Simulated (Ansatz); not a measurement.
`CN[Si](N)(F)F`, relaxed with RKS PBE0-D4/def2-TZVP in Ansatz from a PBE-D4/def2-SVP geometry. The force threshold is 0.005 eV/Å; the program also tests the step.

Charge 0, multiplicity 1.

Start:

```xyz
12

C     1.439   -0.448   -1.237
N     0.160   -0.540   -0.550
Si   -0.294    0.303    0.863
N    -1.995    0.453    0.920
F     0.587    1.682    0.840
F     0.111   -0.373    2.296
H     1.309   -0.374   -2.339
H     2.113   -1.311   -1.033
H     1.964    0.469   -0.907
H    -0.422   -1.334   -0.823
H    -2.468    0.581    1.816
H    -2.505    0.891    0.152
```

(1) By how much does the energy fall, and how many steps does the optimiser take? (Best estimate.)

(2) Which bonds change most? (Estimate.)

(3) Give the relaxed structure. (An estimate is asked.)

Results:

(1) The calculation gave: 0.12 eV, in 8 steps, 1 of them rejected.

(2) Computed: Si3–F5 from 1.637 to 1.593 Å; Si3–F6 from 1.635 to 1.593 Å; N2–Si3 from 1.707 to 1.682 Å; Si3–N4 from 1.709 to 1.685 Å.

(3) Ansatz gave: 
```xyz
12

C     1.437   -0.449   -1.222
N     0.153   -0.506   -0.553
Si   -0.289    0.315    0.848
N    -1.965    0.469    0.923
F     0.550    1.669    0.837
F     0.121   -0.362    2.230
H     1.312   -0.400   -2.308
H     2.073   -1.310   -0.989
H     1.969    0.451   -0.913
H    -0.424   -1.283   -0.830
H    -2.443    0.527    1.806
H    -2.494    0.877    0.171
```
